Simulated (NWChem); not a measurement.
System: C2H4GeO2; SMILES C=C1[O][GeH2][O]1

NWChem input:

```
start job
memory heap 200 mb stack 700 mb global 900 mb
geometry units angstroms noautoz
  C      0.000000     0.000000    -2.599710
  C      0.000000     0.000000    -1.256891
  O      0.000000     1.117385    -0.432905
  Ge     0.000000     0.000000     1.028531
  O      0.000000    -1.117385    -0.432905
  H      0.000000    -0.952704    -3.142075
  H      0.000000     0.952704    -3.142075
  H     -1.310221     0.000000     1.852980
  H      1.310221     0.000000     1.852980
end
basis spherical
  * library def2-svp
end
dft
  xc mn15
  grid xcoarse
  iterations 150
  mulliken
end
task dft gradient
```

Output (shortened):

```
             Northwest Computational Chemistry Package (NWChem) 7.3.0
             --------------------------------------------------------

 C2V symmetry detected

                             Geometry "geometry" -> ""
                             -------------------------

 Output coordinates in angstroms (scale by  1.889725989 to convert to a.u.)

  No.       Tag          Charge          X              Y              Z
 ---- ---------------- ---------- -------------- -------------- --------------
    1 C                    6.0000     0.00000000     0.00000000    -2.60390869
    2 C                    6.0000     0.00000000     0.00000000    -1.26108969
    3 O                    8.0000     0.00000000     1.11738500    -0.43710369
    4 Ge                  32.0000     0.00000000     0.00000000     1.02433231
    5 O                    8.0000     0.00000000    -1.11738500    -0.43710369
    6 H                    1.0000     0.00000000    -0.95270400    -3.14627369
    7 H                    1.0000     0.00000000     0.95270400    -3.14627369
    8 H                    1.0000    -1.31022100     0.00000000     1.84878131
    9 H                    1.0000     1.31022100     0.00000000     1.84878131

 Effective nuclear repulsion energy (a.u.)     360.7520177131

      Symmetry information
      --------------------

 Group name             C2v
 Group number             16
 Group order               4
 No. of unique centers     6

                                 NWChem DFT Module
                                 -----------------

 Summary of "ao basis" -> "ao basis" (spherical)
 ------------------------------------------------------------------------------
       Tag                 Description            Shells   Functions and Types
 ---------------- ------------------------------  ------  ---------------------
 C                          def2-svp                 6       14   3s2p1d
 O                          def2-svp                 6       14   3s2p1d
 Ge                         def2-svp                12       32   5s4p3d
 H                          def2-svp                 3        5   2s1p

      Symmetry analysis of basis
      --------------------------

        a1         47
        a2         11
        b1         22
        b2         28

            General Information
            -------------------
          SCF calculation type: DFT
          Wavefunction type:  closed shell.
          No. of atoms     :     9
          No. of electrons :    64
           Alpha electrons :    32
            Beta electrons :    32
          Charge           :     0
          Spin multiplicity:     1
          Use of symmetry is: on ; symmetry adaption is: on
          Maximum number of iterations: 150
          AO basis - number of functions:   108
                     number of shells:    48
          Convergence on energy requested:  1.00D-06
          Convergence on density requested:  1.00D-05
          Convergence on gradient requested:  5.00D-04

              XC Information
              --------------
                         MN15 Method XC Functional
                     Hartree-Fock (Exact) Exchange  0.440
                          MN15 Exchange Functional  1.000
                        MN15 Correlation Potential  1.000

             Grid Information
             ----------------
          Grid used for XC integration:  xcoarse
          Radial quadrature: Mura-Knowles
          Angular quadrature: Lebedev.
          Tag              B.-S. Rad. Rad. Pts. Rad. Cut. Ang. Pts.
          ---              ---------- --------- --------- ---------
          C                   0.70       21          11.0       194
          O                   0.60       21           9.0       194
          Ge                  1.25       75          10.0       194
          H                   0.35       21          12.0       194
          Grid pruning is: on
          Number of quadrature shells:   180
          Spatial weights used:  Erf1

      Superposition of Atomic Density Guess
      -------------------------------------

 Sum of atomic energies:       -2301.67253520

      Non-variational initial energy
      ------------------------------

 Total energy =   -2303.793158
 1-e energy   =   -3922.519643
 2-e energy   =    1257.974468
 HOMO         =      -0.257915
 LUMO         =       0.012745

      Symmetry analysis of molecular orbitals - initial
      -------------------------------------------------

  Numbering of irreducible representations:

     1 a1          2 a2          3 b1          4 b2

  Orbital symmetries:

     1 a1          2 a1          3 a1          4 b1          5 b2
     6 a1          7 b2          8 a1          9 a1         10 a1
    11 a1         12 b1         13 b2         14 a1         15 b2
    16 b1         17 a1         18 a2         19 a1         20 b2
    21 a1         22 a1         23 a1         24 b2         25 b1
    26 a1         27 b2         28 a1         29 a2         30 b2
    31 b1         32 b1         33 b2         34 a1         35 b1
    36 a1         37 a1         38 b2         39 b1         40 a1
    41 a1         42 b2

     ---------------------------------------------
      Total Density - Mulliken Population Analysis
     ---------------------------------------------

    Atom       Charge   Shell Charges
 -----------   ------   -------------------------------------------------------
    1 C    6     6.55   1.99  0.96  0.28  2.16  1.14  0.02
    2 C    6     5.20   1.99  0.90  0.15  1.51  0.55  0.10
    3 O    8     8.82   1.99  1.11  0.74  3.00  1.98  0.01
    4 Ge  32    30.73   2.00  2.00  2.00  0.99  0.25  6.00  5.98  0.86  0.52  8.14  1.81  0.17
    5 O    8     8.82   1.99  1.11  0.74  3.00  1.98  0.01
    6 H    1     0.88   0.65  0.20  0.03
    7 H    1     0.88   0.65  0.20  0.03
    8 H    1     1.06   0.66  0.40  0.01
    9 H    1     1.06   0.66  0.40  0.01

   convergence    iter        energy       DeltaE   RMS-Dens  Diis-err
 ---------------- ----- ----------------- --------- --------- ---------
 d= 0,ls=0.0,diis     1  -2305.4388305966 -2.67D+03  1.53D-02  1.60D+00
 d= 0,ls=0.0,diis     2  -2305.4476679697 -8.84D-03  8.08D-03  1.37D+00
 d= 0,ls=0.0,diis     3  -2305.5745488648 -1.27D-01  1.57D-03  1.17D-01
 d= 0,ls=0.0,diis     4  -2305.5847630058 -1.02D-02  3.74D-04  4.67D-03
 d= 0,ls=0.0,diis     5  -2305.5850100718 -2.47D-04  1.66D-04  6.74D-04
  Resetting Diis
 d= 0,ls=0.0,diis     6  -2305.5850816810 -7.16D-05  3.69D-05  2.74D-05
 d= 0,ls=0.0,diis     7  -2305.5850843722 -2.69D-06  2.69D-05  5.10D-06
 d= 0,ls=0.0,diis     8  -2305.5850841294  2.43D-07  1.50D-05  7.48D-06
 d= 0,ls=0.0,diis     9  -2305.5850848199 -6.91D-07  2.29D-06  1.53D-07

         Total DFT energy =    -2305.585084819862
      One electron energy =    -3922.367422633798
           Coulomb energy =     1364.486261452528
    Exchange-Corr. energy =     -108.455941351681
 Nuclear repulsion energy =      360.752017713089

 Numeric. integr. density =       64.002670486667

                  Occupations of the irreducible representations
                  ----------------------------------------------

                     irrep           alpha         beta
                     --------     --------     --------
                     a1               16.0         16.0
                     a2                2.0          2.0
                     b1                6.0          6.0
                     b2                8.0          8.0

                       DFT Final Molecular Orbital Analysis
                       ------------------------------------

 Vector   30  Occ=2.000000D+00  E=-3.685057D-01  Symmetry=b2
              MO Center=  8.7D-14, -2.9D-15, -4.6D-01, r^2= 2.2D+00
   Bfn.  Coefficient  Atom+Function         Bfn.  Coefficient  Atom+Function
  ----- ------------  ---------------      ----- ------------  ---------------
    33      0.421153  3 O  py                79      0.421153  5 O  py
    36      0.308812  3 O  py                82      0.308812  5 O  py
    55     -0.175414  4 Ge py                34     -0.174390  3 O  pz
    80      0.174390  5 O  pz                19     -0.116122  2 C  py
    37     -0.108345  3 O  pz                83      0.108345  5 O  pz

 Vector   31  Occ=2.000000D+00  E=-3.679632D-01  Symmetry=a2
              MO Center= -8.7D-14,  1.2D-14, -4.2D-01, r^2= 1.8D+00
   Bfn.  Coefficient  Atom+Function         Bfn.  Coefficient  Atom+Function
  ----- ------------  ---------------      ----- ------------  ---------------
    32      0.461738  3 O  px                78     -0.461738  5 O  px
    35      0.344320  3 O  px                81     -0.344320  5 O  px
    70      0.058535  4 Ge d -2              60     -0.041918  4 Ge d -2
    24      0.033894  2 C  d -2

 Vector   32  Occ=2.000000D+00  E=-2.492170D-01  Symmetry=b1
              MO Center=  4.2D-16,  8.1D-15, -1.7D+00, r^2= 2.5D+00
   Bfn.  Coefficient  Atom+Function         Bfn.  Coefficient  Atom+Function
  ----- ------------  ---------------      ----- ------------  ---------------
     4      0.439312  1 C  px                 7      0.337374  1 C  px
    18      0.301274  2 C  px                32     -0.236358  3 O  px
    78     -0.236358  5 O  px                35     -0.183639  3 O  px
    81     -0.183639  5 O  px                21      0.164974  2 C  px
    57     -0.139657  4 Ge px               100     -0.128755  8 H  s

 Vector   33  Occ=0.000000D+00  E=-2.681012D-02  Symmetry=b2
              MO Center=  7.9D-16, -1.4D-14,  1.1D+00, r^2= 3.2D+00
   Bfn.  Coefficient  Atom+Function         Bfn.  Coefficient  Atom+Function
  ----- ------------  ---------------      ----- ------------  ---------------
    58      0.776113  4 Ge py                55      0.414979  4 Ge py
    31     -0.282547  3 O  s                 77      0.282547  5 O  s
    52     -0.224216  4 Ge py                37     -0.146826  3 O  pz
    83      0.146826  5 O  pz                34     -0.144807  3 O  pz
    80      0.144807  5 O  pz                19      0.138479  2 C  py

 Vector   34  Occ=0.000000D+00  E= 3.299306D-02  Symmetry=a1
              MO Center= -3.1D-15,  2.5D-14,  1.6D+00, r^2= 3.4D+00
   Bfn.  Coefficient  Atom+Function         Bfn.  Coefficient  Atom+Function
  ----- ------------  ---------------      ----- ------------  ---------------
   100      0.974520  8 H  s                105      0.974520  9 H  s
    47     -0.960525  4 Ge s                 46     -0.881664  4 Ge s
    59     -0.585346  4 Ge pz                45      0.402889  4 Ge s
    99      0.280923  8 H  s                104      0.280923  9 H  s
    56     -0.184651  4 Ge pz                34      0.137025  3 O  pz

 Vector   35  Occ=0.000000D+00  E= 5.890615D-02  Symmetry=a1
              MO Center= -1.6D-14,  1.9D-14,  1.0D+00, r^2= 3.9D+00
   Bfn.  Coefficient  Atom+Function         Bfn.  Coefficient  Atom+Function
  ----- ------------  ---------------      ----- ------------  ---------------
    59      1.445385  4 Ge pz                17      0.377328  2 C  s
    31      0.355847  3 O  s                 77      0.355847  5 O  s
   100     -0.299239  8 H  s                105     -0.299239  9 H  s
    47     -0.296869  4 Ge s                 23      0.291618  2 C  pz
    46     -0.277840  4 Ge s                  3      0.271691  1 C  s

     ---------------------------------------------
      Total Density - Mulliken Population Analysis
     ---------------------------------------------

    Atom       Charge   Shell Charges
 -----------   ------   -------------------------------------------------------
    1 C    6     6.12   1.98  0.85  0.24  2.13  0.90  0.02
    2 C    6     5.69   1.98  0.90  0.10  1.97  0.61  0.11
    3 O    8     8.43   1.99  1.06  0.77  2.88  1.73  0.01
    4 Ge  32    31.24   2.00  2.00  1.97  1.12  0.17  6.00  5.96  1.28  0.51  8.10  1.82  0.31
    5 O    8     8.43   1.99  1.06  0.77  2.88  1.73  0.01
    6 H    1     0.98   0.74  0.22  0.02
    7 H    1     0.98   0.74  0.22  0.02
    8 H    1     1.07   0.73  0.33  0.01
    9 H    1     1.07   0.73  0.33  0.01

     -------------------------------------------
      Total Density - Lowdin Population Analysis
     -------------------------------------------

    Atom       Charge   Shell Charges
 -----------   ------   -------------------------------------------------------
    1 C    6     6.18   1.96  0.58  0.33  1.93  1.31  0.06
    2 C    6     5.90   1.96  0.60  0.27  1.79  1.04  0.23
    3 O    8     8.23   1.97  0.91  0.63  2.73  1.97  0.02
    4 Ge  32    31.41   2.00  2.00  1.92  0.73  0.35  5.99  5.80  1.30  0.82  7.82  2.04  0.64
    5 O    8     8.23   1.97  0.91  0.63  2.73  1.97  0.02
    6 H    1     0.97   0.62  0.28  0.07
    7 H    1     0.97   0.62  0.28  0.07
    8 H    1     1.06   0.62  0.41  0.03
    9 H    1     1.06   0.62  0.41  0.03

     Multipole analysis of the density
     ---------------------------------

     L   x y z        total         alpha         beta         nuclear
     -   - - -        -----         -----         ----         -------
     0   0 0 0     -0.000000    -32.000000    -32.000000     64.000000

     1   1 0 0     -0.000000     -0.000000     -0.000000      0.000000
     1   0 1 0      0.000000      0.000000      0.000000      0.000000
     1   0 0 1      1.381721      0.690861      0.690861      0.000000

     2   2 0 0    -30.711662    -21.486203    -21.486203     12.260743
     2   1 1 0      0.000000      0.000000      0.000000      0.000000
     2   1 0 1      0.000000      0.000000      0.000000      0.000000
     2   0 2 0    -32.336672    -55.078792    -55.078792     77.820911
     2   0 1 1      0.000000      0.000000      0.000000      0.000000
     2   0 0 2    -27.460977   -216.372952   -216.372952    405.284927

            General Information
            -------------------
          SCF calculation type: DFT
          Wavefunction type:  closed shell.
          No. of atoms     :     9
          No. of electrons :    64
           Alpha electrons :    32
            Beta electrons :    32
          Charge           :     0
          Spin multiplicity:     1
          Use of symmetry is: on ; symmetry adaption is: on
          Maximum number of iterations: 150
          AO basis - number of functions:   108
                     number of shells:    48
          Convergence on energy requested:  1.00D-06
          Convergence on density requested:  1.00D-05
          Convergence on gradient requested:  5.00D-04

              XC Information
              --------------
                         MN15 Method XC Functional
                     Hartree-Fock (Exact) Exchange  0.440
                          MN15 Exchange Functional  1.000
                        MN15 Correlation Potential  1.000

[...]

                         DFT ENERGY GRADIENTS

    atom               coordinates                        gradient
                 x          y          z           x          y          z
   1 C       0.000000   0.000000  -4.920674    0.000000   0.000000  -0.006143
   2 C       0.000000   0.000000  -2.383114    0.000000   0.000000   0.003895
   3 O       0.000000   2.111551  -0.826006    0.000000   0.023477  -0.007147
   4 Ge      0.000000   0.000000   1.935707    0.000000   0.000000   0.003124
   5 O       0.000000  -2.111551  -0.826006    0.000000  -0.023477  -0.007147
   6 H       0.000000  -1.800350  -5.945595    0.000000  -0.004287  -0.002888
   7 H       0.000000   1.800350  -5.945595    0.000000   0.004287  -0.002888
   8 H      -2.475959   0.000000   3.493690   -0.015463   0.000000   0.009596
   9 H       2.475959   0.000000   3.493690    0.015463  -0.000000   0.009596
```

Level: MN15/def2-SVP. Coordinates come from a PBE-D3(BJ)/def2-SVP optimisation.
